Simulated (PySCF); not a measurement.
Harmonic spectrum computed at PBE0 in the def2-TZVP basis family (core potentials from Rb on, PySCF, no spin–orbit coupling):

```csv
ω (cm⁻¹),IR (km/mol)
263,1.1
1011,90.8
1110,1.9
```

Problem. Which molecule gave it? In each, all ligands are bound to the one heavy central atom.
A. NbO₂⁺ (singlet)
B. ReO₂⁺ (triplet)
C. WO₂⁺ (doublet)
D. TcO₂⁺ (triplet)
E. OsO₂⁺ (doublet)

Solution. E. It has C2v symmetry with Os–O 1.653 Å (×2).
